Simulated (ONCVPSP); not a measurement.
**LDA (Perdew-Zunger) ONCV dataset for Ge, scalar-relativistic all-electron reference.**

The input file (ONCVPSP 4.0.1):

```
# ATOM AND REFERENCE CONFIGURATION
# atsym  z   nc   nv     iexc    psfile
  Ge 32.00    5    3        3      upf
#
#   n    l    f
    1    0    2.00
    2    0    2.00
    2    1    6.00
    3    0    2.00
    3    1    6.00
    3    2   10.00
    4    0    1.50
    4    1    2.50
#
# PSEUDOPOTENTIAL AND OPTIMIZATION
# lmax
    2
#
#   l,   rc,      ep,       ncon, nbas, qcut
    0    1.70    0.00    3    7    3.90
    1    1.95    0.00    4    7    4.70
    2    1.15    0.00    4    9   12.80
#
# LOCAL POTENTIAL
# lloc, lpopt,  rc(5),   dvloc0
    4    3    0.75    4.00
#
# VANDERBILT-KLEINMAN-BYLANDER PROJECTORs
# l, nproj, debl
    0    2    3.70
    1    2    1.20
    2    1    2.40
#
# MODEL CORE CHARGE
# icmod, fcfact, rcfact
    0    0.00    0.00
#
# LOG DERIVATIVE ANALYSIS
# epsh1, epsh2, depsh
   -3.00    5.00    0.02
#
# OUTPUT GRID
# rlmax, drl
    6.00    0.01
#
# TEST CONFIGURATIONS
# ncnf
    4
# nvcnf
#   n    l    f
    3
    3    2   10.00
    4    0    2.00
    4    1    2.00
#
    3
    3    2   10.00
    4    0    2.00
    4    1    1.00
#
    3
    3    2   10.00
    4    0    2.00
    4    1    0.00
#
    3
    3    2    9.00
    4    0    2.00
    4    1    2.00
#
```

Command:

```bash
oncvpsp.x < Ge.dat > Ge.out
```

Output (shortened: citation, most of the input echo, consistency checks and plot data are left out):

```
ONCVPSP  (Optimized Norm-Conservinng Vanderbilt PSeudopotential)
scalar-relativistic version 4.0.1

#   n    l    f        energy (Ha)
    1    0    2.00    -4.0211416E+02
    2    0    2.00    -5.0358793E+01
    2    1    6.00    -4.4060244E+01
    3    0    2.00    -6.1973032E+00
    3    1    6.00    -4.2732332E+00
    3    2   10.00    -1.1183310E+00
    4    0    1.50    -4.5738986E-01
    4    1    2.50    -1.6171445E-01

Reference configufation results
  iterations    26
  all-electron total energy (Ha)   -2.09574992D+03

Begin loop to  construct optimized pseudo wave functions
and semi-local pseudopoentials for all angular momenta

   Wellstate for l =  0  n =  6
     eigenvalue =   3.2426
     asymptotic potential =   3.7426
     half-point radius =  3.0882

Calculating optimized projector #   1

 for l=   0

    Fraction of norm inside rc  0.344753
    Optimizing pswf for qcut=   3.91 a_B^-1,  ecut=   7.64 Ha
    Residual kinetic energy error=  1.29D-03 Ha

    Energy error per electron        Cutoff
         Ha          eV             Ha
         0.01000     0.27211        5.27
         0.00100     0.02721        8.03
         0.00010     0.00272       41.71
         0.00001     0.00027       69.41

Calculating optimized projector #   2

 for l=   0

    Fraction of norm inside rc  0.103550
    Optimizing pswf for qcut=   3.91 a_B^-1,  ecut=   7.64 Ha
    Residual kinetic energy error=  4.24D-02 Ha

    Energy error per electron        Cutoff
         Ha          eV             Ha
         0.01000     0.27211        9.63
         0.00100     0.02721       29.33
         0.00010     0.00272       57.53
         0.00001     0.00027       71.34

   Wellstate for l =  1  n =  5
     eigenvalue =   1.0383
     asymptotic potential =   1.5383
     half-point radius =  3.5822

Calculating optimized projector #   1

 for l=   1

    Fraction of norm inside rc  0.247441
    Optimizing pswf for qcut=   4.69 a_B^-1,  ecut=  11.01 Ha
    Residual kinetic energy error=  6.41D-05 Ha

    Energy error per electron        Cutoff
         Ha          eV             Ha
         0.01000     0.27211        2.02
         0.00100     0.02721        7.26
         0.00010     0.00272       10.51
         0.00001     0.00027       28.46

Calculating optimized projector #   2

 for l=   1

    Fraction of norm inside rc  0.237946
    Optimizing pswf for qcut=   4.69 a_B^-1,  ecut=  11.01 Ha
    Residual kinetic energy error=  2.91D-04 Ha

    Energy error per electron        Cutoff
         Ha          eV             Ha
         0.01000     0.27211        5.11
         0.00100     0.02721        8.92
         0.00010     0.00272       27.85
         0.00001     0.00027       51.95

Calculating optimized projector #   1

 for l=   2

    Fraction of norm inside rc  0.868511
    Optimizing pswf for qcut=  12.81 a_B^-1,  ecut=  82.00 Ha
    Residual kinetic energy error=  4.94D-05 Ha

    Energy error per electron        Cutoff
         Ha          eV             Ha
         0.01000     0.27211       62.37
         0.00100     0.02721       71.58
         0.00010     0.00272       79.10
         0.00001     0.00027      209.54

Construct Vanderbilt / Kleinmman-Bylander projectors

B matrix Hermiticity error, ll=   0
   1   2   -2.5139E-04

  Orthonormal projector coefficients  1.2210E+01  1.4890E+00

B matrix Hermiticity error, ll=   1
   1   2    6.1171E-05

  Orthonormal projector coefficients  6.2890E+00  4.9254E-01

Pseudoatom total energy  -89.119297

Diagnostic tests using Vanderbilt-Kleinman-Bylander pseudopotentials
  1 or more projectors used as specified by nproj input data

   l    rcore       rmatch      e in        delta e   norm test  slope test

   0   1.7033529   1.7550704  -0.4573899   0.0000410   1.0000071   1.0023330
   0   1.7033529   1.7550704   3.2426101   0.0000177   1.0002227   1.0002227

   1   1.9546014   2.0139473  -0.1617145   0.0000003   1.0000199   1.0000063
   1   1.9546014   2.0139473   1.0382856   0.0000022   1.0001565   1.0001565

   2   1.1546115   1.1896681  -1.1183310  -0.0000105   0.9999910   1.0000156

 Testing for bound ghosts
   n   l    E NL Schr. Eq   E Basis Diag.   E Cutoff

   1   0       -0.457349       -0.451350     64.29

   2   1       -0.161714       -0.147465     57.70

   3   2       -1.118341       -1.117686    258.92

 Testing for highly-localized positive-energy ghosts
       l    <radius>/rc     E Basis Diag.   E Cutoff

       0        0.245797        0.164225     64.29  WARNING - GHOST(+)

       1        0.561660        3.451165     57.70  WARNING - GHOST(+)

Test configuration 0

   n   l     f        eae           eps        diff
   1   0  2.0000 -402.11416245
   2   0  2.0000  -50.35879340
   2   1  6.0000  -44.06024412
   3   0  2.0000   -6.19730316
   3   1  6.0000   -4.27323321
   3   2 10.0000   -1.11833100   -1.11834147   -1.05D-05
   4   0  1.5000   -0.45738986   -0.45734883    4.10D-05
   4   1  2.5000   -0.16171445   -0.16171417    2.79D-07

    Total energies and differences
      AE_ref= -2.09574992D+03  AE_tst= -2.09574992D+03  dif=  0.00D+00
      PS_ref= -8.91192973D+01  PS_tst= -8.91192973D+01  dif= -2.98D-13
      PSP excitation error=  2.98D-13

Test configuration 1

   n   l     f        eae           eps        diff
   1   0  2.0000 -402.08062977
   2   0  2.0000  -50.32644349
   2   1  6.0000  -44.02792195
   3   0  2.0000   -6.16409306
   3   1  6.0000   -4.24012984
   3   2 10.0000   -1.08606808   -1.08551692    5.51D-04
   4   0  2.0000   -0.43912683   -0.43908869    3.81D-05
   4   1  2.0000   -0.14892182   -0.14894985   -2.80D-05

    Total energies and differences
      AE_ref= -2.09574992D+03  AE_tst= -2.09589639D+03  dif= -1.46D-01
      PS_ref= -8.91192973D+01  PS_tst= -8.92657539D+01  dif= -1.46D-01
      PSP excitation error= -1.62D-05

Test configuration 2

   n   l     f        eae           eps        diff
   1   0  2.0000 -402.41758753
   2   0  2.0000  -50.66042885
   2   1  6.0000  -44.36231138
   3   0  2.0000   -6.49785183
   3   1  6.0000   -4.57387974
   3   2 10.0000   -1.41893132   -1.41657960    2.35D-03
   4   0  2.0000   -0.74035930   -0.74020689    1.52D-04
   4   1  1.0000   -0.42168356   -0.42168770   -4.13D-06

    Total energies and differences
      AE_ref= -2.09574992D+03  AE_tst= -2.09561576D+03  dif=  1.34D-01
      PS_ref= -8.91192973D+01  PS_tst= -8.89850582D+01  dif=  1.34D-01
      PSP excitation error= -7.95D-05

Test configuration 3

   n   l     f        eae           eps        diff
   1   0  2.0000 -402.82896647
   2   0  2.0000  -51.06524012
   2   1  6.0000  -44.76797458
   3   0  2.0000   -6.90170724
   3   1  6.0000   -4.97763329
   3   2 10.0000   -1.82065486   -1.81471318    5.94D-03
   4   0  2.0000   -1.08907448   -1.08854642    5.28D-04

    Total energies and differences
      AE_ref= -2.09574992D+03  AE_tst= -2.09503822D+03  dif=  7.12D-01
      PS_ref= -8.91192973D+01  PS_tst= -8.84075254D+01  dif=  7.12D-01
      PSP excitation error= -7.35D-05

Test configuration 4

   n   l     f        eae           eps        diff
   1   0  2.0000 -402.86765373
   2   0  2.0000  -51.15368950
   2   1  6.0000  -44.85151548
   3   0  2.0000   -6.90895776
   3   1  6.0000   -4.97672876
   3   2  9.0000   -1.80014531   -1.81343980   -1.33D-02
   4   0  2.0000   -0.84419454   -0.84380842    3.86D-04
   4   1  2.0000   -0.49145905   -0.48890931    2.55D-03

    Total energies and differences
      AE_ref= -2.09574992D+03  AE_tst= -2.09446514D+03  dif=  1.28D+00
      PS_ref= -8.91192973D+01  PS_tst= -8.78268115D+01  dif=  1.29D+00
      PSP excitation error= -7.71D-03
```

The run took about 3.9 s on one core of a shared server CPU.
